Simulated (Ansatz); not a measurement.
Cl₂F₂H₂Si₂ (`F[SiH](F)[SiH](Cl)Cl`) from Hartree–Fock to CCSD(T)

```xyz
8

F     2.123    0.634    0.065
Si    1.068   -0.516   -0.225
F     1.188   -0.911   -1.760
Si   -1.084    0.332    0.181
Cl   -1.240    0.631    2.201
Cl   -1.309    2.101   -0.817
H     1.435   -1.698    0.586
H    -2.181   -0.573   -0.230
```

Total charge 0; spin multiplicity 1. The geometry is a stationary point of PBE0-D4/def2-TZVP. It is one conformer, not always the lowest. Frozen core, restricted reference, Ansatz 0.2.0. CBS rows extrapolate triple and quadruple zeta; past MP2 they add the triple-zeta difference.

```
     basis      HF (Eh)  MP2 corr.  CCSD corr.    (T)  CCSD(T) total
def2-TZVPP  -1697.29214   -1.10174    -1.15210      ?              ?
def2-QZVPP  -1697.34580          ?           –      –              –
 CBS(def2)  -1697.35319          ?           ?  as TZ              ?
```

Fill in the withheld values. (Estimate.)

Ansatz gave: def2-TZVPP (T): -0.04127; def2-TZVPP CCSD(T) total: -1698.48551; def2-QZVPP MP2 corr.: -1.21004; CBS(def2) MP2 corr.: -1.29026; CBS(def2) CCSD corr.: -1.34062; CBS(def2) CCSD(T) total: -1698.73508.
